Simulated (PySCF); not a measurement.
Computed Raman spectrum (relative Raman activity) of a molecule C2H8BN. Geometry optimised at B3LYP-D3(BJ)/def2-SVP. Other conformers were not sampled. Level of theory: B3LYP-D3(BJ)/def2-SVP (PySCF). Harmonic, unscaled wavenumbers; measured fundamentals usually lie a few per cent lower.

Lines under 2 % of the strongest are left out, and lines within 2 cm⁻¹ are merged.

ν (cm⁻¹): 799 (vw), 1043 (vw), 1076 (vw), 1151 (vw), 1251 (w), 1411 (w), 1438 (w), 1476 (w), 1481 (w), 1602 (w), 2554 (s), 2994 (s), 3019 (vs), 3034 (s), 3092 (s), 3100 (m), 3576 (vs), 3677 (s) (against the strongest line: vs over 80 %, s over 45 %, m over 15 %, w over 4 %, vw less)

Q: Identify the compound among the candidates.
A. CCBN
B. CB(C)N
C. BN(C)C
D. CBNC

A: A, CCBN
